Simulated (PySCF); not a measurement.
SMILES C([SiH2]B(O)O)OC (C2H9BO3Si), GFN2-xTB optimised geometry.

```
16

C      1.43    -1.77    -0.05
O      0.87    -0.48     0.00
C     -0.55    -0.48     0.00
Si    -1.09     1.37     0.00
B      0.19     2.37     1.14
O      1.43     1.90     1.46
O     -0.16     3.58     1.62
H      1.12    -2.29    -0.96
H      2.51    -1.65    -0.05
H      1.13    -2.37     0.82
H     -0.92    -1.02    -0.88
H     -0.92    -1.02     0.88
H     -2.51     1.35     0.38
H     -1.10     1.76    -1.42
H      1.63     1.04     1.09
H      0.51     4.01     2.15
```

Density from PySCF with PBE/def2-TZVP at that geometry.

Minimum of the electron density along straight lines between bonded atoms, close to the bond critical point (lines longer than 1.1 times the sum of covalent radii, or with two minima, are not listed):

```csv
bond,length / Å,ρ at the minimum / e bohr⁻³,∇²ρ there / e bohr⁻⁵,position (fraction from the first atom)
C1–O2,1.404,0.267,-0.58,0.36
O2–C3,1.424,0.252,-0.50,0.64
C3–Si4,1.930,0.111,0.13,0.61
Si4–B5,1.980,0.117,-0.06,0.39
B5–O6,1.358,0.211,0.92,0.33
B5–O7,1.353,0.214,0.95,0.33
C1–H8,1.096,0.278,-0.95,0.64
C1–H9,1.089,0.284,-0.99,0.65
C1–H10,1.098,0.278,-0.94,0.64
C3–H11,1.096,0.276,-0.93,0.64
C3–H12,1.099,0.275,-0.91,0.64
Si4–H13,1.474,0.120,0.17,0.50
Si4–H14,1.476,0.120,0.16,0.50
O6–H15,0.962,0.356,-2.46,0.81
O7–H16,0.961,0.359,-2.43,0.80
```
